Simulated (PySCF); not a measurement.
**InGa: one state, many levels of theory**

State: ³Π (triplet), unpaired electrons σ ↑, π ↑. Set-up: PySCF, scalar-relativistic core potentials, basis sets In cc-pVDZ-PP with ECP28, Ga cc-pVDZ-PP with ECP10. De refers to In + Ga in their high-spin ground configurations, without counterpoise correction. The functionals are run spin-unrestricted. A positive dipole means In(−)Ga(+).

| Level | Re (Å) | ωe (cm⁻¹) | De (eV) | μ (D) | CPU s a point (SCF and correlation, without the integrals) |
| --- | --- | --- | --- | --- | --- |
| UHF | 2.932 | 140 | 0.63 | -0.33 | 0.091 |
| UHF-MP2 | 2.878 | 149 | 1.13 | n/a | 0.14 |
| UHF-SCS-MP2 | 2.880 | 150 | 0.98 | n/a | n/a |
| UHF-CCSD | 2.908 | 143 | 1.05 | n/a | n/a |
| UHF-CCSD(T) | 2.907 | 142 | 1.12 | n/a | 3 |
| PBE | 2.935 | 128 | 1.44 | -0.21 | 0.33 |
| BLYP | 3.000 | 117 | 1.26 | -0.15 | 0.24 |
| TPSS | 2.904 | 132 | 1.40 | -0.25 | 0.48 |
| r²SCAN | 2.884 | 136 | 1.44 | -0.24 | 0.44 |
| PBE0 | 2.890 | 138 | 1.34 | -0.24 | 0.68 |
| M06-2X | 2.913 | 139 | 1.10 | -0.19 | 0.59 |
| ωB97X | 2.847 | 153 | 1.21 | -0.18 | 0.67 |

Problem. Which functional lies closest to UHF-CCSD(T) in De, which farthest, and by how much do they differ from it?

Solution. Closest is M06-2X (+0.6 pm in Re, -2.1 % in ωe, -0.02 eV in De against UHF-CCSD(T) in the same basis), farthest PBE (+2.8 pm in Re, -9.9 % in ωe, +0.32 eV in De). CCSD(T) converges more slowly with the basis than the functionals do and binds too weakly in this one, so the order can change at the basis-set limit.

Problem. What does a quarter of exact exchange do here, going from PBE to PBE0?

Solution. PBE0 less PBE: -4.5 pm in Re, +7.8 % in ωe, -0.10 eV in De. Exact exchange removes part of the self-interaction that spreads semilocal densities, and in most molecules shortens and stiffens the bond and lowers De; so it does here.

Problem. What does the step from GGA to meta-GGA do here, going from PBE to r²SCAN?

Solution. r²SCAN less PBE: -5.1 pm in Re, +6.2 % in ωe, +0.00 eV in De. 

Correlated steps freeze 8 core orbitals. Correlated levels converge slowly with the basis: in double zeta they bind strong bonds too weakly, by up to about 1 eV, and carry superposition errors of some tenths. These are scalar-relativistic numbers at best; spin–orbit coupling would shift them, the dissociation energy most. The state was picked by a PBE0 search and need not be the measured ground state.

The whole job (state search and all levels along the bond) took about 1.5 min on 1 thread of Intel Xeon Platinum 8488C (shared host), peak memory 0.53 GiB.
